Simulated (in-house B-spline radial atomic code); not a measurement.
Settings and results of a run for Re⁵⁺ (an excited or competing configuration). Computed with a B-spline radial code for spherical atoms: Dirac-Hartree-Fock, average of the jj configuration, Fermi nucleus of rms radius 5.3698 fm.

In the input, a minus or plus after the letter marks the j = l - 1/2 or j = l + 1/2 subshell.

Command:
```bash
python run_scf.py task.json out
```
Settings (nuclear radius in fm, mass in u):
```
Z                75
configuration    1s2 2s2 2p6 3s2 3p6 3d10 4s2 4p6 4d10 4f14 5s2 5p-2 5p+3 5d+2 9f+1
hamiltonian      dirac
method           hf
spin_polarised   False
nucleus          fermi
rms_radius       5.3698
atomic_mass      186.95575
speed_of_light   137.035999084
```

Output (hartree, bohr):
```
 radial grid: 81 intervals, B-splines of order 8, outer radius 60 bohr

 iter        energy (Eh)    residual
    1      -16696.058601    6.57e-01
    2      -16698.134782    1.59e-01
    3      -16698.692379    2.23e-02
    4      -16698.698214    9.81e-03
    5      -16698.699518    1.46e-03
    6      -16698.699548    1.48e-04
    7      -16698.699548    7.01e-05
    8      -16698.699548    2.23e-05
    9      -16698.699548    3.26e-06
   10      -16698.699548    1.24e-07

 total energy                    -16698.69955
 kinetic                           18870.3612
 electron-nucleus                 -41576.4613
 electron-electron                  6007.4005

 first-order corrections (not in the total)
   Gaunt                            20.1568
   retardation                      -2.1352
   frequency dependence             -0.3570
   self-energy                      14.7501
   Uehling                          -2.8109
   Wichmann-Kroll                    0.1139
   recoil                            0.0301

 orbital      occ     eigenvalue          <r>       <r^2>       <1/r>     <1/r^2>     <1/r^3>       r_max    small
 1s1/2      2.000     -2653.9904    0.0180365 0.000447937     88.7082     19012.9           -     0.01124  8.02e-02
 2s1/2      2.000      -467.6517    0.0755378  0.00681132     21.6458     2607.67           -     0.06467  1.82e-02
 2p1/2      2.000      -446.6259    0.0625405   0.0048715     21.5656     820.056           -     0.04809  1.83e-02
 2p3/2      4.000      -393.6125    0.0705739  0.00606488     18.0317     444.128     17066.4     0.05499  1.65e-02
 3s1/2      2.000      -112.8119     0.196471   0.0442863     7.96103     588.898           -      0.1819  6.04e-03
 3p1/2      2.000      -103.4741      0.18683   0.0407053     7.86177     188.465           -      0.1705  5.97e-03
 3p3/2      4.000       -91.7826     0.201586   0.0471883     6.95118     103.825     3902.77      0.1845  5.46e-03
 3d3/2      4.000       -76.3143     0.176584    0.036636     6.82612     58.3869     671.992      0.1446  5.31e-03
 3d5/2      6.000       -73.8072     0.181115   0.0384109     6.61266     54.0112     569.787      0.1485  5.17e-03
 4s1/2      2.000       -27.0588     0.440714    0.219292     3.32458     144.436           -      0.4132  1.97e-03
 4p1/2      2.000       -23.1244     0.445908    0.226311     3.21205     45.4022           -      0.4132  1.88e-03
 4p3/2      4.000       -20.3655     0.477836    0.259706     2.90964     25.3321     900.438       0.442  1.69e-03
 4d3/2      4.000       -13.8952     0.493496    0.282005     2.69337     13.1708     137.069       0.439  1.50e-03
 4d5/2      6.000       -13.3869     0.504256    0.294218     2.62062     12.1706      114.03      0.4482  1.45e-03
 4f5/2      6.000        -5.1635     0.561807    0.385315     2.20531     6.12197     21.8351      0.4163  1.07e-03
 4f7/2      8.000        -5.0685      0.57056    0.397983     2.17298      5.9399     20.7903      0.4214  1.05e-03
 5s1/2      2.000        -6.4380      1.02551     1.17549     1.30936     26.6953           -      0.9383  4.53e-04
 5p1/2      2.000        -5.0951      1.10152     1.36179     1.20582     7.84953           -       0.995  3.96e-04
 5p3/2      3.000        -4.7058      1.18169     1.56546     1.10624     4.45315     143.176       1.068  3.49e-04
 5d5/2      2.000        -2.8896      1.48728     2.49966    0.857099     1.65534     12.4727       1.304  2.20e-04
 9f7/2      1.000        -0.2877      14.6484     241.563     0.10002   0.0393837    0.089841       16.63  1.15e-05
```

Time taken, with all properties: 1.9 s on 1 thread of Arm Neoverse V1, with other jobs on the host.

For the Dirac Hamiltonian the kinetic term is c α·p + (β - 1)c².
